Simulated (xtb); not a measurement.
Job for xtb: GFN2-xTB on CH7GeN (SMILES C[NH][GeH3]), a point of a torsion scan.

```
$ xtb mol.xyz --gfn 2 --opt vtight --chrg 0 --uhf 0 --input xcontrol
10

C     -1.31205958     0.21520760     0.28412599
N     -0.37507553    -0.01413602    -0.80825690
Ge     1.35655465    -0.05902428    -0.12554139
H     -2.26445797    -0.30021007     0.14802244
H     -1.47710259     1.30613309     0.37584076
H     -0.81899607    -0.14117432     1.23350364
H     -0.60348717    -0.87497079    -1.35561353
H      1.50621867    -1.18400385     0.90516087
H      2.34249232    -0.21309409    -1.32036247
H      1.68003241     1.27794757     0.57741465
$constrain
  force constant=1.0
  dihedral: 1,2,3,8,60.0
$end
```

Output:

```
[...]
           -------------------------------------------------
          |                Calculation Setup                |
           -------------------------------------------------



           -------------------------------------------------
          |                 G F N 2 - x T B                 |
           -------------------------------------------------

        Reference                      10.1021/acs.jctc.8b01176
      * Hamiltonian:
        H0-scaling (s, p, d)           1.850000    2.230000    2.230000
        zeta-weighting                 0.500000
      * Dispersion:
        s8                             2.700000
        a1                             0.520000
        a2                             5.000000
        s9                             5.000000
      * Repulsion:
        kExp                           1.500000    1.000000
        rExp                           1.000000
      * Coulomb:
        alpha                          2.000000
        third order                    shell-resolved
        anisotropic                    true
        a3                             3.000000
        a5                             4.000000
        cn-shift                       1.200000
        cn-exp                         4.000000
        max-rad                        5.000000


          ...................................................
          :                      SETUP                      :
          :.................................................:
          :  # basis functions                  25          :
          :  # atomic orbitals                  24          :
          :  # shells                           14          :
          :  # electrons                        20          :
          :  max. iterations                   250          :
          :  Hamiltonian                  GFN2-xTB          :
          :  restarted?                      false          :
          :  GBSA solvation                  false          :
          :  PC potential                    false          :
          :  electronic temp.          300.0000000     K    :
          :  accuracy                    1.0000000          :
          :  -> integral cutoff          0.2500000E+02      :
          :  -> integral neglect         0.1000000E-07      :
          :  -> SCF convergence          0.1000000E-05 Eh   :
          :  -> wf. convergence          0.1000000E-03 e    :
          :  Broyden damping             0.4000000          :
          :  net charge                          0          :
          :  unpaired electrons                  0          :
          ...................................................

 iter      E             dE          RMSdq      gap      omega  full diag
   1    -10.4956794 -0.104957E+02  0.450E+00    4.93       0.0  T
   2    -10.5251548 -0.294755E-01  0.796E+00    7.85       1.0  T
   3    -10.5991029 -0.739480E-01  0.517E+00    7.15       1.0  T
   4    -10.6024905 -0.338757E-02  0.265E+00    6.96       1.0  T
   5    -10.6179009 -0.154104E-01  0.285E-01    6.43       1.0  T
   6    -10.6179604 -0.595509E-04  0.780E-02    6.50       1.0  T
   7    -10.6179641 -0.365130E-05  0.307E-02    6.49       1.0  T
   8    -10.6179652 -0.110254E-05  0.636E-03    6.49       5.0  T
   9    -10.6179652  0.452979E-08  0.299E-03    6.49      10.6  T
  10    -10.6179652 -0.277285E-07  0.722E-04    6.49      43.8  T
  11    -10.6179652 -0.122133E-09  0.236E-04    6.49     134.2  T

   *** convergence criteria satisfied after 11 iterations ***

         #    Occupation            Energy/Eh            Energy/eV
      -------------------------------------------------------------
         1        2.0000           -0.6348291             -17.2746
       ...           ...                  ...                  ...
         4        2.0000           -0.5192041             -14.1283
         5        2.0000           -0.4970873             -13.5264
         6        2.0000           -0.4815067             -13.1025
         7        2.0000           -0.4445526             -12.0969
         8        2.0000           -0.4316150             -11.7448
         9        2.0000           -0.4281980             -11.6519
        10        2.0000           -0.3681199             -10.0171 (HOMO)
        11                         -0.1297494              -3.5307 (LUMO)
        12                         -0.1097961              -2.9877
        13                         -0.0963292              -2.6213
        14                         -0.0444867              -1.2105
        15                          0.0235070               0.6397
       ...                                ...                  ...
        24                          1.1669856              31.7553
      -------------------------------------------------------------
                  HL-Gap            0.2383704 Eh            6.4864 eV
             Fermi-level           -0.2489346 Eh           -6.7739 eV

 SCC (total)  
[...]
adient             ...        0 min,  0.003 sec ( 47.194%)
 printout                       ...        0 min,  0.000 sec (  2.635%)

         :::::::::::::::::::::::::::::::::::::::::::::::::::::
         ::                     SUMMARY                     ::
         :::::::::::::::::::::::::::::::::::::::::::::::::::::
         :: total energy             -10.542307852109 Eh    ::
         :: gradient norm              0.000063603097 Eh/a0 ::
         :: HOMO-LUMO gap              6.700730226842 eV    ::
         ::.................................................::
         :: SCC energy               -10.648570364763 Eh    ::
         :: -> isotropic ES            0.006821470279 Eh    ::
         :: -> anisotropic ES          0.003347931487 Eh    ::
         :: -> anisotropic XC          0.006849013693 Eh    ::
         :: -> dispersion             -0.004430895927 Eh    ::
         :: repulsion energy           0.106262491556 Eh    ::
         :: add. restraining           0.000000021097 Eh    ::
         :: total charge               0.000000000000 e     ::
         :::::::::::::::::::::::::::::::::::::::::::::::::::::

           -------------------------------------------------
          |                Property Printout                |
           -------------------------------------------------

    * Orbital Energies and Occupations

         #    Occupation            Energy/Eh            Energy/eV
      -------------------------------------------------------------
         1        2.0000           -0.6332366             -17.2312
         2        2.0000           -0.6172026             -16.7949
         3        2.0000           -0.5669722             -15.4281
         4        2.0000           -0.5201164             -14.1531
         5        2.0000           -0.4989682             -13.5776
         6        2.0000           -0.4841751             -13.1751
         7        2.0000           -0.4435430             -12.0694
         8        2.0000           -0.4343032             -11.8180
         9        2.0000           -0.4319323             -11.7535
        10        2.0000           -0.3672308              -9.9929 (HOMO)
        11                         -0.1209835              -3.2921 (LUMO)
        12                         -0.0990939              -2.6965
        13                         -0.0861990              -2.3456
        14                         -0.0104355              -0.2840
        15                          0.0241424               0.6569
        16                          0.0494410               1.3454
        17                          0.1375067               3.7417
        18                          0.1553822               4.2282
        19                          0.2084272               5.6716
        20                          0.2209393               6.0121
        21                          0.2708836               7.3711
       ...                                ...                  ...
        24                          1.1092075              30.1831
      -------------------------------------------------------------
                  HL-Gap            0.2462473 Eh            6.7007 eV
             Fermi-level           -0.2441071 Eh           -6.6425 eV

     #   Z          covCN         q      C6AA      α(0)
     1   6 C        3.718    -0.018    21.017     6.549
     2   7 N        2.601    -0.282    27.296     7.759
     3  32 Ge       3.687     0.140   169.073    23.350
     4   1 H        0.924     0.034     2.535     2.490
     5   1 H        0.925     0.041     2.439     2.442
     6   1 H        0.924     0.018     2.765     2.601
     7   1 H        0.861     0.147     1.423     1.869
     8   1 H        0.935    -0.030     3.638     2.982
     9   1 H        0.940    -0.025     3.526     2.936
    10   1 H        0.939    -0.023     3.492     2.921

 Mol. C6AA /au·bohr⁶  :       1178.037157
 Mol. C8AA /au·bohr⁸  :      45602.407987
 Mol. α(0) /au        :         55.897831


Wiberg/Mayer (AO) data.
largest (>0.10) Wiberg bond orders for each atom

 ---------------------------------------------------------------------------
     #   Z sym  total        # sym  WBO       # sym  WBO       # sym  WBO
 ---------------------------------------------------------------------------
     1   6 C    3.985 --     2 N    1.026     5 H    0.985     4 H    0.983
                             6 H    0.981
     2   7 N    3.251 --     3 Ge   1.123     1 C    1.026     7 H    0.949
     3  32 Ge   3.701 --     2 N    1.123     9 H    0.854    10 H    0.853
                             8 H    0.837
     4   1 H    0.999 --     1 C    0.983
     5   1 H    0.998 --     1 C    0.985
     6   1 H    1.000 --     1 C    0.981
     7   1 H    0.978 --     2 N    0.949
     8   1 H    0.999 --     3 Ge   0.837
     9   1 H    0.999 --     3 Ge   0.854
    10   1 H    0.999 --     3 Ge   0.853
 ---------------------------------------------------------------------------

Topologies differ in total number of bonds
Writing topology from bond orders to xtbtopo.mol

molecular dipole:
                 x           y           z       tot (Debye)
 q only:       -0.131      -0.108       0.032
   full:       -0.352      -0.326       0.107       1.250
molecular quadrupole (traceless):
                xx          xy          yy          xz          yz          zz
 q only:        0.576       0.108      -0.253      -0.087       0.911      -0.323
  q+dip:       -1.189       0.335       1.041       0.447       1.337       0.148
   full:       -0.162       0.643       0.447      -0.279       1.692      -0.284

           -------------------------------------------------
          |                Geometry Summary                 |
           -------------------------------------------------

      molecular mass/u    :      105.7005745
   center of mass at/Å    :        0.7991290      -0.0106148      -0.1310646
  moments of inertia/u·Å² :        0.1776795E+02   0.1332998E+03   0.1414356E+03
rotational constants/cm⁻¹ :        0.9487665E+00   0.1264640E+00   0.1191894E+00

 * 9 selected distances

     #   Z          #   Z                                           value/Å
     1   6 C        2   7 N                                       1.4525746
     2   7 N        3  32 Ge                                      1.8105779 (max)
     1   6 C        4   1 H                                       1.0917463
     1   6 C        5   1 H                                       1.0897410
     1   6 C        6   1 H                                       1.0961854
     2   7 N        7   1 H                                       1.0114522 (min)
     3  32 Ge       8   1 H                                       1.5108119
     3  32 Ge       9   1 H                                       1.4910986
     3  32 Ge      10   1 H                                       1.4940095
Note: The following floating-point exceptions are signalling: IEEE_UNDERFLOW_FLAG IEEE_DENORMAL
normal termination of xtb

 * 5 distinct bonds (by element types)

   Z      Z             #   av. dist./Å        max./Å        min./Å
   1 H    6 C           3     1.0925576     1.0961854     1.0897410
   1 H    7 N           1     1.0114522     1.0114522     1.0114522
   6 C    7 N           1     1.4525746     1.4525746     1.4525746
   1 H   32 Ge          3     1.4986400     1.5108119     1.4910986
   7 N   32 Ge          1     1.8105779     1.8105779     1.8105779


optimized geometry written to: xtbopt.xyz


           -------------------------------------------------
          | TOTAL ENERGY              -10.542307852109 Eh   |
          | GRADIENT NORM               0.000063603097 Eh/α |
          | HOMO-LUMO GAP               6.700730226842 eV   |
           -------------------------------------------------

------------------------------------------------------------------------
------------------------------------------------------------------------
 total:
 SCF:
 ANC optimizer:
```

The run finished.

Warnings raised: the energy holds the restraint's term.

Cost: very roughly 0.28 core-seconds.
